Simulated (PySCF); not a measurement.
Ga(H)(F)(vinyl) (C2H4FGa), SMILES [GaH]([CH]=C)[F]. Geometry optimised at PBE-D3(BJ)/def2-SVP. The structure was generated by enumeration; whether it is a known compound was not checked. Other conformers were not sampled.

Q: Give the equilibrium geometry at PBE-D3(BJ)/def2-SVP (PySCF confirms it by a frequency run) as bond lengths and angles, and its point group. (An estimate is asked for; the answer gives what the named calculation found.)

A: This is not unique; one that fits is point group Cs.
Atoms: Ga1 H2 F3 C4 C5 H6 H7 H8. Bond lengths (Å): Ga1–H2 1.572, Ga1–F3 1.778, Ga1–C4 1.950, C4–C5 1.350, C4–H6 1.105, C5–H7 1.106, C5–H8 1.105. Bond angles (°): H2–Ga1–F3 114.6, H2–Ga1–C4 129.8, F3–Ga1–C4 115.6, Ga1–C4–C5 121.0, Ga1–C4–H6 120.0, C5–C4–H6 119.0, C4–C5–H7 122.4, C4–C5–H8 122.2, H7–C5–H8 115.4.
